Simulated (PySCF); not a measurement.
C3H6N2Si, SMILES CC1=NC=N[SiH2]1. Geometry optimised at PBE0-D3(BJ)/def2-SVP. This is a generated structure with no PubChem entry under its InChIKey; it may be hypothetical.

Problem. Give the equilibrium geometry at PBE0-D3(BJ)/def2-SVP (PySCF confirms it by a frequency run) as a Z-matrix, and its point group. (The exact figures need the calculation; the answer reports its results.)

Solution. point group Cs.
```
C
N 1 1.2873
C 2 1.4369 1 111.83
N 3 1.2751 2 124.36 1 0.00
H 3 1.1013 4 121.96 2 180.00
C 1 1.4853 2 121.52 3 180.00
H 6 1.0988 1 110.66 2 0.00
H 6 1.1025 7 109.47 1 121.93
H 6 1.1025 7 109.47 8 116.15
Si 4 1.7659 3 105.40 5 180.00
H 10 1.4902 4 112.82 3 117.10
H 10 1.4902 11 110.28 4 -127.15
```
